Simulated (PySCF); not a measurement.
# Electron correlation in Nd(2+) (neodymium, charge +2)

[Xe] 4f4, one real determinant. Calculation: PySCF 2.14, in ANO-RCC-VTZP (8s7p5d3f2g1h, 104 functions); the spin-free X2C one-electron Hamiltonian (Gaussian nucleus). Frozen: [Kr] 4d10; 12 electrons correlated.

```tsv
level	correlation energy (mhartree)
CCSD	-348.86
(T)	-14.15
CCSD(T)	-363.01
```

Diagnostics: T1 = 0.012, D1 = 0.0296, largest double amplitude 0.106.

Question: Is a single reference adequate?

Answer: Mostly. T1 lies below 0.03, but a double amplitude of this size points to a near-degeneracy that CCSD handles and MP2 describes poorly.

The reference is one real determinant that mixes LS terms of this configuration.
